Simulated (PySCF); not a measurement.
Which determinant of SrS⁺ lies lowest?

Unrestricted PBE0; basis Sr def2-SVPD with ECP28, S def2-SVPD; scalar-relativistic core potentials; PySCF 2.14. Outer shells of the fragments: Sr+ 5s1; S 3s2 3p4.

Followed along the bond (rough minima from three points):

```json
{"2Ms+1": "2", "unpaired": "π ↑", "⟨S²⟩ at the start": "0.76", "R at minimum (Å)": "2.65", "Te (eV)": "0.00"}
{"2Ms+1": "2", "unpaired": "σ ↑", "⟨S²⟩ at the start": "0.75", "R at minimum (Å)": "2.51", "Te (eV)": "0.56"}
{"2Ms+1": "4", "unpaired": "σ ↑, π ↑↑", "⟨S²⟩ at the start": "3.75", "R at minimum (Å)": "none in the scan", "Te (eV)": "≤ 2.33"}
```

Solutions found at the starting distance of 2.795 Å, counted from the lowest of them; the search is not exhaustive and high or unbound solutions are not listed, so other states can lie among these:

```json
{"2Ms+1": "2", "unpaired": "π ↑", "term": "²Π", "E (eV)": "0.00", "⟨S²⟩": "0.76", "⟨Lz²⟩": "1.01", "μ (D)": "-9.54"}
{"2Ms+1": "2", "unpaired": "σ ↑", "term": "²Σ⁺", "E (eV)": "0.76", "⟨S²⟩": "0.75", "⟨Lz²⟩": "0.00", "μ (D)": "-9.95"}
{"2Ms+1": "4", "unpaired": "σ ↑, π ↑↑", "term": "⁴Σ⁻", "E (eV)": "2.46", "⟨S²⟩": "3.75", "⟨Lz²⟩": "0.00", "μ (D)": "-0.54"}
{"2Ms+1": "2", "unpaired": "σ ↓, π ↑↑", "term": "mixed", "E (eV)": "2.49", "⟨S²⟩": "1.75", "⟨Lz²⟩": "0.00", "μ (D)": "-0.45"}
{"2Ms+1": "2", "unpaired": "σ ↑, π ↑↓", "term": "mixed", "E (eV)": "2.90", "⟨S²⟩": "1.76", "⟨Lz²⟩": "2.02", "μ (D)": "-0.49"}
{"2Ms+1": "4", "unpaired": "σ ↑↑, π ↑", "term": "⁴Π", "E (eV)": "3.03", "⟨S²⟩": "3.75", "⟨Lz²⟩": "1.01", "μ (D)": "-0.73"}
{"2Ms+1": "4", "unpaired": "π ↑↑, δ ↑", "term": "⁴Δ", "E (eV)": "3.88", "⟨S²⟩": "3.75", "⟨Lz²⟩": "4.00", "μ (D)": "-1.61"}
{"2Ms+1": "2", "unpaired": "π ↑↑, δ ↓", "term": "mixed", "E (eV)": "3.91", "⟨S²⟩": "1.75", "⟨Lz²⟩": "4.00", "μ (D)": "-1.52"}
{"2Ms+1": "4", "unpaired": "π ↑↑↑", "term": "⁴Π", "E (eV)": "3.96", "⟨S²⟩": "3.75", "⟨Lz²⟩": "1.00", "μ (D)": "-1.46"}
{"2Ms+1": "2", "unpaired": "σ ↑", "term": "mixed", "E (eV)": "4.32", "⟨S²⟩": "0.75", "⟨Lz²⟩": "2.02", "μ (D)": "-0.46"}
```

A term symbol is given only where ⟨S²⟩ and ⟨Lz²⟩ are close to those of a pure state; real π, δ and φ orbitals otherwise mix terms. A positive dipole points towards S; it is taken about the centre of mass and depends on that origin.

Question: Compare the gap between the two lowest followed solutions at the starting distance with the gap between their minima.

Answer: At PBE0 the second solution (doublet, unpaired electrons σ ↑) lies +0.76 eV from the first (doublet, unpaired electrons π ↑) at 2.795 Å and +0.56 eV at the minima; the two curves relax by different amounts, since their minima lie near 2.51 and 2.65 Å.

Spin–orbit coupling is left out. Counting both spins, an empty level lies below a filled one in some of these solutions, because spin and occupation are held.
